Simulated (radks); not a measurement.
Isoelectronic series with 14 electrons, all held in the configuration [Ne] 3s2 3p2, which need not be the ground one along the series. Method: scalar-relativistic Kohn-Sham, PBE, spin-polarised, spherical densities, finite nucleus; open shells are filled with parallel spins first; Fermi nuclear charge, rms radius of each element as measured or else 0.836 A^(1/3) + 0.57 fm; computed with a radial shooting solver on a logarithmic mesh with Libxc functionals. Total energies (hartree) and mean radii <r> (bohr):

Si: E (hartree) -289.86592; 3p up 2.746; 3s down 2.163
P+: E (hartree) -341.58339; 3p up 2.116; 3s down 1.822
S2+: E (hartree) -397.84204; 3p up 1.754; 3s down 1.580
Cl3+: E (hartree) -458.63625; 3p up 1.509; 3s down 1.398
Ar4+: E (hartree) -523.96729; 3p up 1.330; 3s down 1.257
K5+: E (hartree) -593.84006; 3p up 1.191; 3s down 1.142
Ca6+: E (hartree) -668.26173; 3p up 1.080; 3s down 1.048
Sc7+: E (hartree) -747.24119; 3p up 0.9891; 3s down 0.9679
Ti8+: E (hartree) -830.78869; 3p up 0.9127; 3s down 0.8999
V9+: E (hartree) -918.91561; 3p up 0.8476; 3s down 0.8410
Cr10+: E (hartree) -1011.63422; 3p up 0.7915; 3s down 0.7895
Mn11+: E (hartree) -1108.95782; 3p up 0.7425; 3s down 0.7440
Fe12+: E (hartree) -1210.90066; 3p up 0.6993; 3s down 0.7035
Co13+: E (hartree) -1317.47766; 3p up 0.6609; 3s down 0.6672
